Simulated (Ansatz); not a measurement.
Diatomic CdB, multiplicity 2 (lowest of 2S+1 = 2, 4 at CCSD(T)/def2-TZVPP on PBE0 minima; our sources give no spin for the ground state, which may be another). No spin–orbit coupling. The T1 diagnostic near the minimum is 0.057, so single-reference values are doubtful.

The constants come from a fifth-degree fit in 1/R (seven points, main isotopes). Runs in def2 and cc sets follow the lowest solution found near the PBE0 minimum.

The values were computed with Ansatz (a quantum-chemistry and plane-wave program). Values without a source in brackets are computed. In def2 rows elements past Kr take small-core potentials, without spin–orbit coupling.

Energies at wB97M-V/def2-TZVPP:

| R (Å) | E (hartree) |
|---|---|
| 2.254108 | -192.37035502 |
| 2.314703 | -192.37178611 |
| 2.370450 | -192.37262145 |
| 2.433468 | -192.37314644 |
| 2.496486 | -192.37334183 |
| 2.569199 | -192.37327874 |
| 2.654031 | -192.37294954 |

**Question.** With a reduced mass of 10.0390 u, find the minimum, the force constant and the constants.

**Answer.** A fifth-degree polynomial in 1/R puts the minimum at r_e = 2.5145 Å with force constant 23.3 N/m. Then ω_e = (1/2πc)√(k/μ) = 198 cm⁻¹ and B_e = h/(8π²cμr_e²) = 0.2656 cm⁻¹; the cubic and quartic terms give α_e = 0.0080 and ω_e x_e = 6.1 cm⁻¹.
